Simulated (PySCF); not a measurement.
## Correlation energy of Bi⁺ (bismuth, charge +1)

[Xe] 4f14 5d10 6s1 6p2 7s1, high-spin 5P determinant (an excited configuration). Computed with PySCF 2.14 in aug-cc-pVTZ-PP with one added diffuse shell each of d, f type with ECP60MDF (6s5p5d3f, 67 functions), with scalar relativity through the core potential. Frozen: 5s2 5p6 5d10; 4 electrons correlated.

| level | correlation energy (mhartree) |
| --- | --- |
| CCSD | -18.66 |
| (T) | -0.25 |
| CCSD(T) | -18.91 |

Diagnostics: T1 = 0.0086, D1 = 0.0232, largest double amplitude 0.034.

Spin-orbit coupling is strong in this species (close to jj coupling), so the high-spin LS determinant is a model state, not a physical level. The outer electron is Rydberg-like, and this basis confines it to a smaller radius and binds it less than a complete one would.

Cost of the coupled-cluster step: of the order of 2.4 core-seconds, for 4 correlated electrons.

Iterations:

```
CC2 = 0
CCSD nocc = (np.int64(4), np.int64(0)), nmo = (58, 58)
frozen orbitals [[0, 1, 2, 3, 4, 5, 6, 7, 8], [0, 1, 2, 3, 4, 5, 6, 7, 8]]
max_cycle = 100
direct = 0
conv_tol = 1e-08
conv_tol_normt = 1e-06
diis_space = 8
diis_start_cycle = 0
Init t2, MP2 energy = -0.0136031941407097
Init E_corr(UCCSD) = -0.0136031941418218
cycle = 1  E_corr(UCCSD) = -0.0170433644968477  dE = -0.00344017036  norm(t1,t2) = 0.0293645
cycle = 2  E_corr(UCCSD) = -0.0180374864576032  dE = -0.000994121961  norm(t1,t2) = 0.0119241
cycle = 3  E_corr(UCCSD) = -0.0185863917062993  dE = -0.000548905249  norm(t1,t2) = 0.00646104
cycle = 4  E_corr(UCCSD) = -0.0185684928390488  dE = 1.78988673e-05  norm(t1,t2) = 0.00386455
cycle = 5  E_corr(UCCSD) = -0.0186501823590889  dE = -8.168952e-05  norm(t1,t2) = 0.00252148
cycle = 6  E_corr(UCCSD) = -0.0186523031552795  dE = -2.12079619e-06  norm(t1,t2) = 0.00114955
cycle = 7  E_corr(UCCSD) = -0.0186669288721184  dE = -1.46257168e-05  norm(t1,t2) = 0.000566666
cycle = 8  E_corr(UCCSD) = -0.0186605624365414  dE = 6.36643558e-06  norm(t1,t2) = 0.00011145
cycle = 9  E_corr(UCCSD) = -0.0186628130599691  dE = -2.25062343e-06  norm(t1,t2) = 3.22709e-05
cycle = 10  E_corr(UCCSD) = -0.0186621275157388  dE = 6.8554423e-07  norm(t1,t2) = 1.01372e-05
cycle = 11  E_corr(UCCSD) = -0.0186621322512572  dE = -4.73551843e-09  norm(t1,t2) = 1.82485e-06
cycle = 12  E_corr(UCCSD) = -0.0186621410321694  dE = -8.78091218e-09  norm(t1,t2) = 9.26205e-07
UCCSD converged
E(UCCSD) = -212.7575779560346  E_corr = -0.01866214103216942
UCCSD(T) correction = -0.000251865825185573
```

Spin-orbit coupling is strong in this species, so the high-spin LS determinant is a model state.
